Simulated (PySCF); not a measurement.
Species: C5H11NSi.
Atom-mapped SMILES: `[CH2:1]=[CH:2][C@@H:3]1[CH2:4][CH2:5][SiH2:6][NH:7]1` (hydrogens: H8, H9 on C1; H10 on C2; H11 on C3; H12, H13 on C4; H14, H15 on C5; H16, H17 on Si6; H18 on N7)

Structure used (GFN2-xTB), in Å, numbered top down from 1:
```xyz
18
C5H11NSi angstrom
C      2.7843   -0.2087    0.0801
C      1.5228    0.0156   -0.2350
C      0.3769   -0.0569    0.7321
C     -0.6184   -1.1580    0.3379
C     -1.5170   -0.6284   -0.7782
Si    -1.6945    1.2211   -0.3746
N     -0.3932    1.1750    0.7426
H      3.5773   -0.1423   -0.6459
H      3.0785   -0.4769    1.0825
H      1.2421    0.2918   -1.2424
H      0.7705   -0.2472    1.7397
H     -1.2324   -1.3827    1.2115
H     -0.0869   -2.0665    0.0485
H     -2.4568   -1.1750   -0.8041
H     -1.0416   -0.7738   -1.7478
H     -1.5077    2.0632   -1.5646
H     -2.9280    1.5795    0.3297
H      0.1154    1.9764    1.0762
```

Computed at PBE0/pcSseg-1 (PySCF, non-relativistic), with Q(14N) = 0.02044 b: N7, 14N (I = 1): χzz = -4.994 MHz, η = 0.390.

Find the zero-field quadrupole resonance frequencies of 14N at N7.

From ν± = (3/4)|χ|(1 ± η/3) and ν0 = |χ|η/2: ν+ 4.233 MHz, ν− 3.258 MHz, ν0 0.975 MHz (silicon-bound nitrogen).

In a crystal, neighbours and librations shift these lines. Isolated species at its GFN2-xTB geometry (one conformer only). GFN2-xTB bond lengths can be off by several hundredths of an ångström, more for odd bonds, and the gradients follow them. With so small a basis the couplings can be 20 % off.

The run behind these numbers computed NMR shieldings as well. Hardware: one thread, Intel Xeon at 2.50 GHz (x86_64) (shared host). Cost: 70 s, 0.83 GiB resident at most.
